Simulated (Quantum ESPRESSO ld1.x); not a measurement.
Values are calculated unless marked as measured or tabulated.
All-electron atom: Sb in [Kr] 4d10 5s2 5p3. Level of theory: Dirac Kohn-Sham, LDA (Slater exchange, Perdew-Zunger correlation), spin-unpolarised, spherical densities, point nucleus; open shells are shared between the two j in proportion to 2j + 1 (ld1.x of Quantum ESPRESSO 7.5).

Radial electron density D(r) = 4 pi r^2 rho(r):

```
   r/bohr * D(r) (the largest magnitude, 84.2, reaches the edge; | marks zero)
 0.001528 | *
 0.002054 |   *
  0.00274 |     *
 0.003684 |        *
 0.004913 |             *
 0.006606 |                    *
 0.008881 |                            *
  0.01185 |                                   *
  0.01593 |                                         *
  0.02124 |                                           *
  0.02856 |                                        *
   0.0384 |                                     *
  0.05121 |                                        *
  0.06885 |                                                  *
  0.09183 |                                                      *
   0.1235 |                                             *
    0.166 |                                      *
   0.2214 |                                           *
   0.2977 |                                          *
    0.397 |                        *
   0.5338 |             *
   0.7176 |               *
   0.9571 |            *
    1.287 |     *
    1.716 |  *
    2.308 | *
    3.102 |*
    4.138 *
    5.563 *
     7.42 *
    9.976 *
```

D(r) has 4 maxima, at r = 0.0201, 0.0882, 0.256, 0.747 bohr, and minima at 0.0393, 0.169, 0.551 bohr, inside which lie 2.04, 11.22, 29.04 electrons.
